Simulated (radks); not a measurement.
The numbers below are computed, except where a source is named.
Co24+, 3 electrons, occupied as [He] 2s1. Level of theory: scalar-relativistic Kohn-Sham, r2SCAN, spin-unpolarised, spherical densities, finite nucleus; meta-GGA in the generalised Kohn-Sham scheme; Fermi nuclear charge, rms radius 3.7875 fm; without spin polarisation the odd electron is poorly described (a radial shooting solver on a logarithmic mesh with Libxc functionals).

Unscreened Slater integrals over Kohn-Sham orbitals (cm^-1). Empty in this configuration: 2p.

\begin{tabular}{lr}
integral & value \\ \hline
F0(2s,2s) & 858980 \\
F0(2s,1s) & 1200700 \\
G0(2s,1s) & 121140 \\
F0(2s,2p) & 917310 \\
G1(2s,2p) & 512920 \\
F0(1s,1s) & 3703000 \\
F0(1s,2p) & 1362400 \\
G1(1s,2p) & 265660 \\
F0(2p,2p) & 1011600 \\
F2(2p,2p) & 486410 \\
\end{tabular}
